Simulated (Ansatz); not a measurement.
Abridged output of a molecular run in Ansatz:

```
Functional definition: HF
885 factors; integrals over basis functions are off by at most 1.1e-3 eV
mean field evaluation 1: about -60465.4527 eV, gradient 3.4e1 eV
mean field evaluation 2: about -60465.4556 eV, gradient 3.4e1 eV
mean field evaluation 4: about -60468.3513 eV, gradient 2.5e0 eV
mean field evaluation 8: about -60468.3840 eV, gradient 9.7e-5 eV
mean field -60468.38397747 eV, -2222.1721242293 hartree, gradient 2.5e-6 eV, S^2 0.000000; 0 other end points of the search recorded, 0 dependent functions left out
15 core orbitals not correlated: weight in the atoms' cores, before any rotation towards them, 1.000 or more for the frozen orbitals, at most 0.000 for the correlated occupied ones
reference -60468.38397747 eV, -2222.1721242293 hartree; 13, 13 occupied and 61, 61 virtual orbitals, 885 factors
second order -12.29681045 eV of doubles, -0.00000000 eV of singles
cycle   1  -12.45109208 eV  change   -1.5e-1 eV  update   1.0e-1
cycle   2  -12.94237452 eV  change   -4.9e-1 eV  update   3.3e-2
cycle   3  -13.03511264 eV  change   -9.3e-2 eV  update   1.7e-2
cycle   4  -13.02633586 eV  change    8.8e-3 eV  update   4.9e-3
cycle   5  -13.02703705 eV  change   -7.0e-4 eV  update   2.0e-3
cycle   6  -13.02667155 eV  change    3.7e-4 eV  update   6.7e-4
cycle   7  -13.02637649 eV  change    3.0e-4 eV  update   2.6e-4
cycle   8  -13.02638269 eV  change   -6.2e-6 eV  update   9.3e-5
cycle   9  -13.02640417 eV  change   -2.1e-5 eV  update   4.1e-5
cycle  10  -13.02639191 eV  change    1.2e-5 eV  update   1.9e-5
perturbative correction -0.37198431 eV, -0.0136701712 hartree
Total energy: -60481.78235369 eV, -2222.6645054737 hartree
```

Its atoms:

```xyz
8

N    -0.938   -1.482    0.500
Al   -0.673   -0.040   -0.494
Ga    1.359    1.398   -0.100
H    -0.340   -1.806    1.242
H    -1.727   -2.102    0.398
H    -1.785    0.237   -1.600
H     2.732    1.176   -0.852
H     1.371    2.619    0.905
```

Q: Which basis set was used?
A. cc-pV(T+d)Z
B. def2-SVP
C. def2-TZVPP
D. def2-SVPD

A: B. It gives 89 functions.

Q: Write the keys of the input that set method, charge and spin (a neutral closed shell needs none for the last two).

A: 
```yaml
correlation: {method: ccsd_t}
```
